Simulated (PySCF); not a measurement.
Vertical excitations of a molecule CH7NSi3 from TDA-PBE/def2-SVPD run with PySCF, as energy in eV (oscillator strength): 3.50 (0.001), 4.17 (0.004), 4.30 (0.005), 4.55 (0.002), 4.87 (0.002), 5.13 (0.003), 5.27 (0.007), 5.51 (0.001), 5.57 (0.078), 5.79 (0.052). Lowest triplet (TDA): 2.76 eV. The structure is a stationary point at r2SCAN-D4/def2-SVP. The values are those of a single conformer.

Question: Pick the molecule that these values belong to.
A) [SiH3][Si@@H]1C=N[SiH2]1
B) C1=N[SiH2][SiH2][SiH2]1
C) [SiH3][Si@H]1N=C[SiH2]1
D) [SiH3]C1=N[SiH2][SiH2]1

Answer: C, [SiH3][Si@H]1N=C[SiH2]1
